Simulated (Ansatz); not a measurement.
Job for Ansatz (a program for electronic structure): U-CCSD(T)/cc-pVTZ on GeH4 (SMILES [GeH4]), a point of a bond scan (R = 2.304 Å). The run froze 14 orbitals, filled d shells among them.

Ansatz 0.2 input:
```yaml
crystal:
  periodic: [false, false, false]
  atoms:
    - {symbol: Ge, position_ang: [-0.00000000, 0.00000000, 0.00000000]}
    - {symbol: H, position_ang: [-0.92386143, -1.32317411, -1.64407273]}
    - {symbol: H, position_ang: [0.57332193, -0.89073123, 1.11206704]}
    - {symbol: H, position_ang: [-1.08236259, 0.91830644, 0.58651322]}
    - {symbol: H, position_ang: [1.12494829, 0.85454086, -0.60253176]}
basis:
  gaussian:
    orbitals: cc-pVTZ
correlation: {method: ccsd_t, electrons: outside_noble_gas}
scf: {omitted_lower_state_checks: [cluster_reference]}
magnetization: {spin_polarized: true, initial_magnetization: 0}
```

The log:

```
WARN ansatz: RAYON_NUM_THREADS=2 ignored (pool sized by the plan → 2); use --threads N
Functional definition: HF
these checks for a lower state are left out or cut short: cluster_reference
integrals: 0.17 GiB planned
577 factors; integrals over basis functions are off by at most 1.3e-3 eV
mean field: 0.24 GiB planned
mean field evaluation 1: about -56534.8506 eV, gradient 7.1e0 eV
mean field evaluation 2: about -56534.8480 eV, gradient 7.1e0 eV
mean field evaluation 4: about -56535.3978 eV, gradient 1.2e0 eV
mean field evaluation 8: about -56535.4034 eV, gradient 2.9e-4 eV
mean field evaluation 16: about -56535.4745 eV, gradient 2.1e-2 eV
mean field evaluation 32: about -56529.7539 eV, gradient 1.2e1 eV
mean field -56535.47457611 eV, -2077.6403695512 hartree, gradient 3.8e-6 eV, S^2 0.288251; 2 other end points of the search recorded, 0 dependent functions left out
14 core orbitals not correlated
reference -56535.47457611 eV, -2077.6403695512 hartree; 4, 4 occupied and 81, 81 virtual orbitals, 577 factors
second order -3.56802919 eV of doubles, -0.00000000 eV of singles
coupled cluster: 0.35 GiB planned
cycle   1  -4.15444719 eV  change   -5.9e-1 eV  update   7.7e-2
cycle   2  -4.48260571 eV  change   -3.3e-1 eV  update   4.9e-2
cycle   3  -4.61960078 eV  change   -1.4e-1 eV  update   3.6e-2
cycle   4  -4.70699098 eV  change   -8.7e-2 eV  update   2.0e-2
cycle   5  -4.71574535 eV  change   -8.8e-3 eV  update   7.3e-3
cycle   6  -4.72320142 eV  change   -7.5e-3 eV  update   1.6e-3
cycle   7  -4.72193707 eV  change    1.3e-3 eV  update   5.3e-4
cycle   8  -4.72189081 eV  change    4.6e-5 eV  update   1.6e-4
cycle   9  -4.72194396 eV  change   -5.3e-5 eV  update   5.3e-5
cycle  10  -4.72191734 eV  change    2.7e-5 eV  update   1.4e-5
cycle  11  -4.72193234 eV  change   -1.5e-5 eV  update   5.0e-6
cycle  12  -4.72193122 eV  change    1.1e-6 eV  update   1.4e-6
coupled cluster: 0.35 GiB planned
perturbative correction -0.13743980 eV, -0.0050508193 hartree
Total energy: -56540.33394713 eV, -2077.8189481422 hartree
Checks for a lower state left out: cluster_reference
```

Self-consistency was reached. Its determinant has ⟨S²⟩ = 0.29, a mixture of spin states.

Cost: roughly 6 core-seconds.
